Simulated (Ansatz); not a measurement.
CH₂O₂, charge -1, doublet, at a GFN2-xTB geometry (a state made from the parent by changing its charge; the spin is typed, not shown lowest) (a gas-phase anion, which may not be bound at this level). Base run: PBE/6-311G** (Ansatz, a first-principles code).

Input for Ansatz:
Ansatz 0.2 input:
```yaml
crystal:
  periodic: [false, false, false]
  atoms:
    - {symbol: O, position_ang: [0.88165186, -0.79800338, -0.04541124]}
    - {symbol: C, position_ang: [-0.44999146, -0.19581427, 0.20339102]}
    - {symbol: O, position_ang: [-0.57442091, 1.06337156, -0.05525830]}
    - {symbol: H, position_ang: [1.43328073, -0.02488347, -0.20621193]}
    - {symbol: H, position_ang: [-1.19117966, -0.92317640, -0.20877782]}
basis:
  gaussian:
    orbitals: 6-311G__.json
hamiltonian:
  xc: pbe
total_charge: -1
magnetization: {spin_polarized: true, initial_magnetization: 1}
```
The basis file holds 6-311G** in the JSON format of the Basis Set Exchange.

The bond that is stretched is that between atoms 5 and 2. A test that says stable can miss a lower solution.

The base run was repeated with changes; each row names its change, and settings that it needs were set with it.

```json
[
 {"change": "base", "ΔE vs base (eV)": "0.00", "<S^2>": "0.752", "stability test says": "minimum"},
 {"change": "spin_polarized = on; lower_state_search = off", "ΔE vs base (eV)": "0.00", "<S^2>": "0.752", "stability test says": "undecided (no full test)"},
 {"change": "spin_polarized = on; lower_state_search = standard", "ΔE vs base (eV)": "0.00", "<S^2>": "0.752", "stability test says": "minimum"},
 {"change": "bond × 1.25", "ΔE vs base (eV)": "0.29", "<S^2>": "0.753", "stability test says": "minimum"},
 {"change": "spin_polarized = on; lower_state_search = off; bond × 1.25", "ΔE vs base (eV)": "0.29", "<S^2>": "0.753", "stability test says": "undecided (no full test)"},
 {"change": "spin_polarized = on; lower_state_search = standard; bond × 1.25", "ΔE vs base (eV)": "0.29", "<S^2>": "0.753", "stability test says": "minimum"},
 {"change": "bond × 1.5", "ΔE vs base (eV)": "0.74", "<S^2>": "0.757", "stability test says": "minimum"},
 {"change": "spin_polarized = on; lower_state_search = off; bond × 1.5", "ΔE vs base (eV)": "0.74", "<S^2>": "0.757", "stability test says": "undecided (no full test)"},
 {"change": "spin_polarized = on; lower_state_search = standard; bond × 1.5", "ΔE vs base (eV)": "0.74", "<S^2>": "0.757", "stability test says": "minimum"},
 {"change": "bond × 1.8", "ΔE vs base (eV)": "1.07", "<S^2>": "0.761", "stability test says": "minimum"},
 {"change": "spin_polarized = on; lower_state_search = off; bond × 1.8", "ΔE vs base (eV)": "1.07", "<S^2>": "0.761", "stability test says": "undecided (no full test)"},
 {"change": "spin_polarized = on; lower_state_search = standard; bond × 1.8", "ΔE vs base (eV)": "1.07", "<S^2>": "0.761", "stability test says": "minimum"},
 {"change": "bond × 2.2", "ΔE vs base (eV)": "1.29", "<S^2>": "0.759", "stability test says": "minimum"},
 {"change": "spin_polarized = on; lower_state_search = off; bond × 2.2", "ΔE vs base (eV)": "1.29", "<S^2>": "0.759", "stability test says": "undecided (no full test)"},
 {"change": "spin_polarized = on; lower_state_search = standard; bond × 2.2", "ΔE vs base (eV)": "1.29", "<S^2>": "0.759", "stability test says": "minimum"},
 {"change": "bond × 3.0", "ΔE vs base (eV)": "1.45", "<S^2>": "0.755", "stability test says": "minimum"},
 {"change": "spin_polarized = on; lower_state_search = off; bond × 3.0", "ΔE vs base (eV)": "1.45", "<S^2>": "0.755", "stability test says": "undecided (no full test)"},
 {"change": "spin_polarized = on; lower_state_search = standard; bond × 3.0", "ΔE vs base (eV)": "1.45", "<S^2>": "0.755", "stability test says": "minimum"}
]
```

A gas-phase anion may not be bound at this level; its values then depend on the basis.

On stretching, the SCF can end on different states; <S^2> shows the spin contamination of each.
